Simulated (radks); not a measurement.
Charge is removed step by step from the 4s down level of neutral manganese, starting from [Ar] 3d5 4s(up 1, down 1). Calculated with a radial shooting solver on a logarithmic mesh with Libxc functionals: non-relativistic Kohn-Sham, PBEsol, spin-polarised, spherical densities, point nucleus; open shells are filled with parallel spins first.

| removed (e) | E - E(0) (eV) | eigenvalue (eV) |
|---|---|---|
| 0 | 0.000 | -4.419 |
| 0.25 | 1.274 | -5.777 |
| 0.5 | 2.888 | -7.132 |
| 0.75 | 4.838 | -8.459 |

The mean slope of the eigenvalue, de/dn, is 5.39 eV per electron.
